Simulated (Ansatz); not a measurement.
Reaction (formal exchange of groups at the Si–N bond): `C/C([SiH3])=N\[SiH3]` + `[CH2]1[AlH][SiH2]1` → `[SiH3][Al]1[CH2][SiH2]1` + `CC(=N)[SiH3]`

Program: Ansatz. Geometries: PBE0-D4/def2-TZVP. ΔE: electronic, gas phase. CCSD(T)/CBS adds triple-zeta CCSD(T) − MP2 to the extrapolated MP2 energy (def2 sets, frozen cores). DFT in def2-TZVPP. B3LYP here is the variant with VWN-RPA as its local correlation; programs differ in this. Each species was taken in one conformer, which may not be the lowest.

`C/C([SiH3])=N\[SiH3]`:

Cartesian coordinates in Å:
```
C 0.054 1.139 -1.048
C -0.176 -0.152 -0.318
Si -1.085 -1.593 -1.183
N 0.173 -0.415 0.870
Si 0.994 0.473 2.111
H 0.634 0.953 -1.958
H 0.575 1.874 -0.433
H -0.903 1.557 -1.376
H -1.422 -1.265 -2.597
H -2.339 -1.870 -0.439
H -0.206 -2.788 -1.155
H 0.075 0.529 3.275
H 2.205 -0.309 2.465
H 1.421 1.868 1.786
```

`[CH2]1[AlH][SiH2]1`:

Z-matrix (Å, degrees):
```
C
Si 1 1.924
Al 1 1.951 2 73.8
H 1 1.089 2 119.6 3 126.4
H 1 1.098 2 111.0 3 -105.5
H 2 1.489 1 112.6 3 -109.3
H 2 1.489 1 117.3 3 122.4
H 3 1.581 1 142.0 2 178.7
```

`[SiH3][Al]1[CH2][SiH2]1`:

Z-matrix (Å, degrees):
```
Si
Al 1 2.446
H 1 1.491 2 108.5
H 1 1.489 2 111.6 3 119.0
H 1 1.488 2 112.0 3 -119.2
C 2 1.962 1 141.3 3 -87.2
Si 2 2.336 1 166.4 3 81.7
H 6 1.097 2 111.0 1 -75.4
H 6 1.089 2 127.2 1 61.6
H 7 1.488 2 129.6 1 91.6
H 7 1.489 2 119.0 1 -72.6
```

`CC(=N)[SiH3]`:

```xyz
11

C    -0.279   -1.492   -0.281
C     0.398   -0.267    0.254
N     1.449   -0.406    0.957
Si   -0.356    1.429   -0.153
H    -1.311   -1.548    0.079
H     0.262   -2.386    0.030
H    -0.329   -1.457   -1.374
H     1.817    0.496    1.263
H     0.488    2.470    0.490
H    -1.749    1.517    0.361
H    -0.391    1.643   -1.625
```

```json
{"level": "PBE-D4", "ΔE (kJ/mol)": "-5.9", "difference from CCSD(T)/CBS": "-13.1"}
{"level": "r2SCAN-D4", "ΔE (kJ/mol)": "4.5", "difference from CCSD(T)/CBS": "-2.7"}
{"level": "PBE0-D4", "ΔE (kJ/mol)": "-2.3", "difference from CCSD(T)/CBS": "-9.5"}
{"level": "B3LYP-D4", "ΔE (kJ/mol)": "13.7", "difference from CCSD(T)/CBS": "6.5"}
{"level": "ωB97X-V", "ΔE (kJ/mol)": "8.6", "difference from CCSD(T)/CBS": "1.4"}
{"level": "ωB97M-V", "ΔE (kJ/mol)": "14.0", "difference from CCSD(T)/CBS": "6.8"}
{"level": "B2PLYP", "ΔE (kJ/mol)": "11.0", "difference from CCSD(T)/CBS": "3.8"}
{"level": "PBE", "ΔE (kJ/mol)": "-9.8", "difference from CCSD(T)/CBS": "-17.0"}
{"level": "r2SCAN", "ΔE (kJ/mol)": "3.4", "difference from CCSD(T)/CBS": "-3.8"}
{"level": "PBE0", "ΔE (kJ/mol)": "-5.7", "difference from CCSD(T)/CBS": "-12.9"}
{"level": "B3LYP", "ΔE (kJ/mol)": "7.6", "difference from CCSD(T)/CBS": "0.4"}
{"level": "HF/def2-TZVPP", "ΔE (kJ/mol)": "20.2", "difference from CCSD(T)/CBS": "13.0"}
{"level": "MP2/def2-TZVPP", "ΔE (kJ/mol)": "14.7", "difference from CCSD(T)/CBS": "7.5"}
{"level": "SCS-MP2/def2-TZVPP", "ΔE (kJ/mol)": "15.7", "difference from CCSD(T)/CBS": "8.5"}
{"level": "CCSD/def2-TZVPP", "ΔE (kJ/mol)": "6.0", "difference from CCSD(T)/CBS": "-1.2"}
{"level": "CCSD(T)/def2-TZVPP", "ΔE (kJ/mol)": "4.4", "difference from CCSD(T)/CBS": "-2.8"}
{"level": "HF/def2-QZVPP", "ΔE (kJ/mol)": "21.5", "difference from CCSD(T)/CBS": "14.3"}
{"level": "MP2/def2-QZVPP", "ΔE (kJ/mol)": "16.7", "difference from CCSD(T)/CBS": "9.5"}
{"level": "SCS-MP2/def2-QZVPP", "ΔE (kJ/mol)": "17.6", "difference from CCSD(T)/CBS": "10.4"}
{"level": "HF/CBS(def2)", "ΔE (kJ/mol)": "21.7", "difference from CCSD(T)/CBS": "14.5"}
{"level": "MP2/CBS(def2)", "ΔE (kJ/mol)": "17.4", "difference from CCSD(T)/CBS": "10.2"}
{"level": "CCSD/CBS(def2)", "ΔE (kJ/mol)": "8.7", "difference from CCSD(T)/CBS": "1.5"}
{"level": "CCSD(T)/CBS", "ΔE (kJ/mol)": "7.2", "difference from CCSD(T)/CBS": "0"}
```

Largest T1 diagnostic among the species: 0.014.

From PBE to PBE0 (25 % exact exchange), in def2-TZVPP and without D4, ΔE moves by +4.1 kJ/mol. In def2-TZVPP, CCSD(T) changes the Hartree–Fock value by −15.8 kJ/mol (the triples alone add −1.5 kJ/mol) and MP2 by −5.5 kJ/mol. The D4 term adds +6.1 kJ/mol with B3LYP and +3.4 kJ/mol with PBE0; it sums over pairs of atoms, weighted by their polarisabilities, and B3LYP, whose exchange is more repulsive, gets the larger term.
